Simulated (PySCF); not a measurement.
Spinor energies of Re (rhenium, neutral)

Start: [Xe] 4f14 5d5 6s2; 5d3/2 filled at m_j = -3/2, -1/2, +1/2, +3/2; 5d5/2 filled at m_j = +5/2. Calculated with PySCF 2.14 in x2c-TZVPPall-2c (11s11p10d3f1g, 124 functions): generalised Hartree-Fock with the X2C-1e Hamiltonian and a Gaussian nucleus; one run each with spin-orbit coupling (SO) switched off, then screened by Boettger's factors.

| spinor shell | electrons | ε, spin-free (eV) | ε, screened SO (eV) | weight of nominal j (screened SO) | rms radius, screened SO (bohr) |
| --- | --- | --- | --- | --- | --- |
| 1s1/2 | 2 | -72069.0 | -72046.0 | 1.000 | 0.0204 |
| 2s1/2 | 2 | -12639.9 | -12632.7 | 1.000 | 0.0824 |
| 2p1/2 | 2 | -11035.7 | -12066.0 | 1.000 | 0.0700 |
| 2p3/2 | 4 | -11035.7 | -10620.6 | 1.000 | 0.0775 |
| 3s1/2 | 2 | -2990.4 | -2988.1 | 1.000 | 0.210 |
| 3p1/2 | 2 | -2509.3 | -2735.7 | 1.000 | 0.202 |
| 3p3/2 | 4 | -2509.3 | -2416.5 | 1.000 | 0.217 |
| 3d3/2 | 4 | -1957.4 | -1997.5 | 1.000 | 0.192 |
| 3d5/2 | 6 | -1957.4 | -1928.7 | 1.000 | 0.196 |
| 4s1/2 | 2 | -657.56 | -656.85 | 1.000 | 0.468 |
| 4p1/2 | 2 | -496.91 | -550.29 | 1.000 | 0.476 |
| 4p3/2 | 4 | -496.91 | -474.89 | 1.000 | 0.509 |
| 4d3/2 | 4 | -291.22 | -299.59 | 0.999 | 0.531 |
| 4d5/2 | 6 | -291.22 | -285.11 | 1.000 | 0.543 |
| 5s1/2 | 2 | -100.79 | -100.65 | 1.000 | 1.11 |
| 5p1/2 | 2 | -57.373 | -66.996 | 0.922 | 1.25 |
| 4f5/2 | 6 | -60.531 | -61.749 | 0.989 | 0.637 |
| 4f7/2 | 8 | -60.531 | -59.095 | 0.992 | 0.639 |
| 5p3/2 | 4 | -57.373 | -53.273 | 0.961 | 1.33 |
| 5d3/2 | 4 | -12.114 | -12.208 | 0.594 | 1.99 |
| 5d5/2 | 1 | -12.114 | -11.607 | 1.000 | 2.04 |
| 6s1/2 | 2 | -7.521 | -7.518 | 1.000 | 3.62 |

```json
{"quantity": "E (hartree)", "spin-free": "-16679.92313", "screened SO": "-16700.70233"}
{"quantity": "M_J", "spin-free": "5/2", "screened SO": "5/2"}
{"quantity": "⟨J²⟩", "spin-free": "8.806", "screened SO": "8.807"}
{"quantity": "⟨L²⟩", "spin-free": "0.000", "screened SO": "0.227"}
{"quantity": "⟨S²⟩", "spin-free": "8.806", "screened SO": "8.730"}
```

Each row is a mean over spinors that exchange with the open shell spreads, by up to 8.158 eV (5p3/2).

Rows whose weight is well below 1 are mixtures of j = l ± 1/2: exchange outweighs spin-orbit coupling there, and the label is only the starting occupation.

⟨J²⟩ departs a little from M_J(M_J + 1) because the unrestricted spinors polarise the closed shells.

Breit and QED terms are absent; they matter most for the inner s and p1/2 levels.

Densities and radii are taken from the X2C orbitals without a picture-change correction, which distorts them close to the nucleus.

Without spin-orbit coupling the j labels of p, d and f shells carry no meaning; the spin-free column gives the mean over the occupied spinors of each nl shell.
